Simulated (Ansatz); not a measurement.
Caution: the highest occupied level lies above zero, a sign of self-interaction error and of too few diffuse functions.

Species: C3H3, SMILES `[CH-]=C=C` (charge -1, multiplicity 1).

Q: Give a relaxed geometry from PBE0-D4/def2-TZVPD (Ansatz, a program for electronic structure).

A: the end point of this relaxation (outside a Z-matrix the atoms follow the SMILES, hydrogens last).
Bonded distances (Å): C1–C2 1.274, C1–H4 1.091, C2–C3 1.348, C3–H5 1.088, C3–H6 1.088. Bond angles (°): C2–C1–H4 121.1, C1–C2–C3 174.1, C2–C3–H5 121.6, C2–C3–H6 121.6, H5–C3–H6 116.7.
